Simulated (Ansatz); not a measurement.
Total energies of Al4Ru (the lowest singlet isomer of a short search) from Ansatz at PBE0-D4/def2-TZVP, gas phase (1 Eh = 27.2114 eV = 2625.5 kJ/mol). The reference geometry is relaxed at PBE0-D4/def2-SVP.

```xyz
5

Ru   -0.1756    0.4168   -0.8291
Al   -1.0806    0.2562    1.2598
Al   -1.2757   -1.7011   -0.9493
Al    1.3750   -0.9553    0.1308
Al    1.1568    1.9834    0.3878
```

```
                 state                     geometry  energy (Eh)
      charge 0 singlet                    reference  -1064.23673
      charge 1 doublet                    reference  -1063.99730
      charge 0 triplet  relaxed at PBE0-D4/def2-SVP  -1064.20827
      charge 0 quintet  relaxed at PBE0-D4/def2-SVP  -1064.16893
free Ru atom (quintet)                            –    -94.79423
free Al atom (doublet)                            –   -242.24894
```

In the def2 sets Ru takes a core potential; there is no spin–orbit coupling.

Question: Work out the vertical ionisation energy to the doublet.

Answer: E(charge 1 doublet) − E(charge 0 singlet) = -1063.99730 − (-1064.23673) = 0.23943 Eh = 6.52 eV. For comparison, −ε of the highest occupied level is 5.14 eV at this level, 1.38 eV less.

Question: Which of the charge 0 states is lowest, and how far above it are the others?

Answer: The singlet. triplet: -1064.20827 − (-1064.23673) = 0.02846 Eh = 74.7 kJ/mol; quintet: -1064.16893 − (-1064.23673) = 0.06780 Eh = 178.0 kJ/mol.

Question: What is the binding energy per atom against free atoms?

Answer: Atoms: 1 × (-94.79423) + 4 × (-242.24894) = -1063.78999 Eh. Binding: -1063.78999 − (-1064.23673) = 0.44674 Eh = 12.16 eV, or 2.43 eV for each of 5 atoms (no zero-point energy, no counterpoise term).

The structure comes from a short search, and lower isomers may exist.
